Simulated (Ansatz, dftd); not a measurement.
System: GaF3, charge 0, singlet. GaF3 (SMILES [F][Ga]([F])[F]).
B3LYP-D3(BJ)/def2-TZVP minimum from Ansatz (a quantum-chemistry and plane-wave program):
```
Ga
F 1 1.7337
F 1 1.7337 2 120.00
F 1 1.7337 2 120.00 3 -180.00
```

Quantity: atomisation energy (electronic, to ground-state atoms), in kcal/mol. Open shells are spin-unrestricted; no spin-orbit coupling. Cores are frozen in correlated methods (noble-gas shells, and filled d and f shells in the p block). No relativity. CBS(X,Y): correlation extrapolated as X^-3, Hartree-Fock from the larger set (Q,5: extrapolated as (X+1)exp(-9√X)). A bracket is a step between two methods taken in the basis named. For partners of very few electrons the exact lower level stands in for a higher one.

```csv
level,program,atomisation energy (kcal/mol)
PBE-D4/def2-TZVPD,Ansatz + dftd4,344.0
r2SCAN-D3(BJ)/def2-TZVPD,Ansatz + dftd3,?
B3LYP-D4/def2-TZVPD,Ansatz + dftd4,327.2
CCSD/cc-pVTZ,Ansatz,326.7
CCSDT(Q)/cc-pVDZ,Ansatz,?
"CCSD(T)/CBS(cc-pVQZ,cc-pV5Z) + [CCSDT(Q) - CCSD(T)]/cc-pVDZ",Ansatz,?
```

Task: Some entries are withheld; supply them.

Result: 
- r2SCAN-D3(BJ)/def2-TZVPD, atomisation energy (kcal/mol): 338.6
- CCSDT(Q)/cc-pVDZ, atomisation energy (kcal/mol): 307.0
- CCSD(T)/CBS(cc-pVQZ,cc-pV5Z) + [CCSDT(Q) - CCSD(T)]/cc-pVDZ, atomisation energy (kcal/mol): 351.5
